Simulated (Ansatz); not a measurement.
Coupled-cluster diagnostics for GeCl(OiPr)3 (C9H21ClGeO3), Ansatz.

Geometry of the singlet (r2SCAN-D4/def2-SVP):

```xyz
35

Ge    0.741    0.188   -0.722
Cl    2.168   -0.209   -2.285
O     0.173   -1.366   -0.110
C     1.074   -2.430    0.245
C     0.246   -3.702    0.281
C     1.754   -2.127    1.572
H     1.844   -2.523   -0.547
H    -0.545   -3.616    1.043
H     0.877   -4.570    0.526
H    -0.230   -3.878   -0.694
H     2.319   -1.184    1.518
H     0.999   -2.029    2.369
H     2.450   -2.934    1.847
O    -0.657    1.066   -1.306
C    -1.529    0.503   -2.308
C    -2.048    1.664   -3.137
C    -2.634   -0.292   -1.631
H    -0.941   -0.171   -2.964
H    -2.605    2.364   -2.494
H    -2.721    1.306   -3.932
H    -1.213    2.209   -3.600
H    -2.205   -1.108   -1.030
H    -3.215    0.366   -0.965
H    -3.318   -0.725   -2.378
O     1.547    1.205    0.458
C     0.762    2.083    1.296
C     1.749    3.012    1.976
C    -0.073    1.278    2.281
H     0.086    2.673    0.648
H     2.441    2.432    2.608
H     1.222    3.742    2.610
H     2.341    3.557    1.227
H    -0.761    0.596    1.756
H     0.580    0.674    2.931
H    -0.677    1.947    2.915
```

Correlated methods freeze 26 core orbitals; core or outer-core shells of Ge are correlated, in sets that lack core-valence functions.

**Question.** Estimate the CCSD(T) correlation energy, the shares of MP2 and (T), T1 and the reference's ⟨S²⟩ for: charge 0, singlet, own geometry in def2-SVP; and the rough time on 2 threads of AMD EPYC 7R13 on a shared host and a share (18 GiB) of an NVIDIA H100 80GB HBM3.

**Answer.** 
```tsv
state	basis	correlation (eV)	MP2 share (%)	(T) share (%)	T1	⟨S²⟩ (pure)	wall time
charge 0, singlet, own geometry	def2-SVP	-65.546	91.6	2.9	0.011	0.00 (0.00)	39 s
```
Customary marks for T1 are 0.02 (closed shells), 0.045 (open shells) and about 0.05 (3d metals). T1 stays under 0.02 throughout.
